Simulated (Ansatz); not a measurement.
One change: `NCBO` becomes `NCB(N)O`.

Ansatz, PBE0-D4/def2-TZVP geometries, multiplicity 1. Each molecule was computed in one conformer, which needn't be the lowest.

```tsv
property	`NCBO`
HOMO energy (PBE0/def2-TZVPP) / eV	-7.39
HOMO energy (ωB97M-V/def2-TZVPP) / eV	-9.78
size of the dipole moment (ωB97M-V/def2-TZVPP) / D	2.99
HOMO–LUMO gap (PBE/def2-TZVPP) / eV	5.18
HOMO–LUMO gap (ωB97M-V/def2-TZVPP) / eV	11.66
LUMO energy (B3LYP/def2-TZVPP) / eV	-0.05
```

(1) What does the change do to each property? (Best estimate.)

## Answers

(1) Ansatz gave: 
```
                                          property  `NCB(N)O`  shift
                HOMO energy (PBE0/def2-TZVPP) / eV      -7.10   0.29
             HOMO energy (ωB97M-V/def2-TZVPP) / eV      -9.50   0.28
size of the dipole moment (ωB97M-V/def2-TZVPP) / D       2.42  -0.57
               HOMO–LUMO gap (PBE/def2-TZVPP) / eV       5.59   0.41
           HOMO–LUMO gap (ωB97M-V/def2-TZVPP) / eV      11.58  -0.08
               LUMO energy (B3LYP/def2-TZVPP) / eV       0.42   0.47
```

With PBE0 the HOMO rises by 0.29 eV and the LUMO rises by 0.54 eV, so the gap widens by about 0.25 eV. PBE moves the HOMO by 0.31 eV and ωB97M-V by 0.28 eV. Dipoles are sizes alone; their direction can turn.

B3LYP here is the variant with VWN-RPA as its local correlation; programs differ in this.
